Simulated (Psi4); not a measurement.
Pair of molecules, SMILES F with SMILES [AsH3], pulled apart as rigid monomers along the line of their centres of mass from the B3LYP-D3(BJ)/def2-TZVP minimum (SMILES order as in the coordinates).
Starting geometry (charge 0, multiplicity 1):
```
atom    x (Å)    y (Å)    z (Å)
----  -------  -------  -------
F      0.8330  -0.5598  -0.2549
H      0.5508  -0.3219   0.6061
As    -0.1662   0.2840   2.8096
H      0.6244  -0.0922   4.0494
H     -1.4952  -0.1715   3.3838
H     -0.3532   1.7297   3.2325
```

Level of theory: SAPT0/aug-cc-pVDZ in Psi4.

```
H2···As3 (Å)  electrostatics (kcal/mol)  exchange (kcal/mol)  induction (kcal/mol)  dispersion (kcal/mol)  total
------------  -------------------------  -------------------  --------------------  ---------------------  -----
2.16                             -10.09                17.23                 -7.34                  -3.08  -3.28
2.40                              -6.91                 8.56                 -4.14                  -1.97  -4.46
2.75                              -4.11                    …                 -1.82                  -1.04  -4.03
3.35                              -2.00                 0.48                     …                  -0.38  -2.43
4.31                              -0.82                 0.02                 -0.10                  -0.09  -0.98
```

Problem. Fill in the missing entries.

Solution. 
- 2.75, exchange (kcal/mol): 2.94
- 3.35, induction (kcal/mol): -0.53
